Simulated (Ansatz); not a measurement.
Geometry optimisation, RKS PBE0/def2-SVP (Ansatz).

The input (input.yaml):

```yaml
crystal:
  periodic: [false, false, false]
  atoms:
    - { symbol: In, position_ang: [0.02173, 0.374352, -0.127296] }
    - { symbol: Cl, position_ang: [-0.118994, 0.431767, 2.28159] }
    - { symbol: Cl, position_ang: [2.092282, 0.647421, -1.145354] }
    - { symbol: Cl, position_ang: [-1.952311, 0.437084, -1.351514] }
    - { symbol: "N", position_ang: [0.103684, -2.69222, 1.104209] }
    - { symbol: H, position_ang: [-0.621864, -3.400553, 1.014031] }
    - { symbol: H, position_ang: [0.989999, -3.168791, 1.260474] }
    - { symbol: H, position_ang: [-0.096025, -2.122562, 1.94916] }
basis:
  gaussian: { orbitals: def2-SVP }
hamiltonian:
  xc: pbe0
relax:
  f_tol: 0.03
  max_steps: 50
output:
  orbitals: {}
```

Launched with:

```bash
$ ansatz run input.yaml --threads 4 --pin off --max-ram 5120MiB --backend cpu --events-out ev --progress --plain --runs-dir out
```

Problem. Where does it end, and by what steps?

Solution. The run converged. After 8 steps the energy has fallen by 0.978 eV; H6 moved furthest, 0.76 Å. Joined: In1–N5.

| step | energy less start (eV) | largest force component (eV/Å) | accepted |
| --- | --- | --- | --- |
| 0 | 0.0000 | 1.050 | yes |
| 1 | -0.2677 | 0.713 | yes |
| 2 | -0.5079 | 0.728 | yes |
| 3 | -0.7263 | 0.723 | yes |
| 4 | -0.8862 | 0.792 | yes |
| 5 | -0.9454 | 0.364 | yes |
| 6 | -0.9725 | 0.205 | yes |
| 7 | -0.9746 | 0.051 | yes |
| 8 | -0.9780 | 0.012 | yes |

```xyz
8
Properties=species:S:1:pos:R:3
In 0.014 -0.080 0.276
Cl -0.192 0.914 2.397
Cl 2.109 0.007 -0.789
Cl -1.908 -0.220 -1.072
N 0.090 -2.274 0.963
H -0.680 -2.805 0.551
H 0.971 -2.707 0.680
H 0.014 -2.328 1.980
```

The run took 17 s on 4 threads of Arm Neoverse V2, on a shared host, peak memory 0.28 GiB.
